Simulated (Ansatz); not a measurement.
A nudged elastic band was laid between two geometries of CH6GaN + H2 (11 atoms, charge 0, multiplicity 1).

The calculation used Ansatz 0.2.0, RKS PBE0/def2-SVP.

```yaml
movable_images: 5
climbing_image: yes
spring: 5.0 eV/Å²
optimiser: quadratic models (default)
start_path: through a guess of the saddle point
force_threshold: 0.05 eV/Å
iteration_limit: 60
end_points: relaxed
```

Initial state:

```xyz
11
Properties=species:S:1:pos:R:3
Ga -0.104 -0.543 -0.022
N -0.098 0.130 1.670
H -0.930 0.429 2.168
H 0.711 0.132 2.279
H 1.285 -1.040 -0.554
C -1.798 -0.559 -1.014
H -2.039 -1.581 -1.350
H -2.636 -0.186 -0.406
H -1.719 0.068 -1.916
H 0.250 3.515 2.044
H 0.199 2.775 1.866
```

Final state:

```xyz
11
Properties=species:S:1:pos:R:3
Ga 0.117 0.533 -0.136
N -0.232 0.405 1.996
H -0.496 -0.540 2.275
H 0.610 0.656 2.514
H 1.324 -0.497 -0.217
C -1.659 -0.046 -0.822
H -1.914 -1.073 -0.512
H -2.473 0.624 -0.502
H -1.653 -0.038 -1.925
H 0.474 2.080 -0.197
H -0.977 1.036 2.291
```

(1) What changes between the two ends?

(2) Give the energies along the band, and the barrier.

(3) What is the geometry of the highest image?

The band took 19 iterations and about 12 core-minutes.

## Answers

(1) Bonds broken: H10–H11. Bonds formed: Ga1–H10, N2–H11. CH6GaN + H2 becomes CH8GaN.

(2) It converged. The highest image is number 3 of 0 to 6, 81.2 kJ/mol above the first end and 151.2 kJ/mol above the last; the last end lies 70.1 kJ/mol below the first. Neighbouring images differ by up to 1.4 eV, so the band resolves the path poorly. A vibrational analysis at the climbing image gives one clearly imaginary mode, 1211i cm⁻¹: a first-order saddle point. The orbitals stay closed-shell, which can raise the energy where a bond breaks towards radicals; this wasn't checked here.

| image | path coordinate (Å) | energy (kJ/mol) | H10–H11 (Å) | Ga1–H10 (Å) | N2–H11 (Å) |
| --- | --- | --- | --- | --- | --- |
| 0 | 0.00 | 0.0 | 0.76 | 4.57 | 2.67 |
| 1 | 1.31 | 1.3 | 0.76 | 3.94 | 2.69 |
| 2 | 2.62 | 5.6 | 0.76 | 3.03 | 2.62 |
| 3 | 3.92 | 81.2 | 0.98 | 1.89 | 1.45 |
| 4 | 4.81 | -50.6 | 2.03 | 1.61 | 1.02 |
| 5 | 5.70 | -68.9 | 2.84 | 1.59 | 1.02 |
| 6 | 6.59 | -70.1 | 3.06 | 1.59 | 1.02 |

(3) 
```xyz
11
Properties=species:S:1:pos:R:3:forces:R:3
Ga 0.006 0.184 0.063 -0.01 0.00 0.01
N -0.121 0.343 2.030 0.01 0.00 0.01
H -0.992 0.106 2.501 0.00 0.01 0.00
H 0.664 0.066 2.616 0.00 0.00 -0.01
H 1.460 -0.130 -0.423 0.00 -0.01 0.00
C -1.712 -0.200 -0.809 0.00 0.00 0.01
H -1.994 -1.251 -0.637 0.00 0.00 -0.01
H -2.512 0.437 -0.402 0.00 -0.01 0.00
H -1.660 -0.039 -1.896 0.00 0.00 0.00
H 0.023 2.037 0.427 0.00 0.00 0.03
H -0.042 1.586 1.294 0.00 0.01 -0.03
```

Run time: 6.3 min on 2 threads of Arm Neoverse N1 (shared host), peak memory 0.23 GiB.
